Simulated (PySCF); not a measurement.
formate (CHO2), SMILES [O-]C=O, charge -1. Geometry optimised at PBE-D3(BJ)/def2-TZVPD.

Computed equilibrium geometry at PBE-D3(BJ)/def2-TZVPD (PySCF confirms it by a frequency run) as bond lengths and angles, and its point group:
point group C2v.
Atoms: O1 C2 O3 H4. Bonds (Å): O1–C2 1.260, C2–O3 1.260, C2–H4 1.150. Bond angles (°): O1–C2–O3 130.5, O1–C2–H4 114.7, O3–C2–H4 114.7.
Charge -1, spin multiplicity 1.
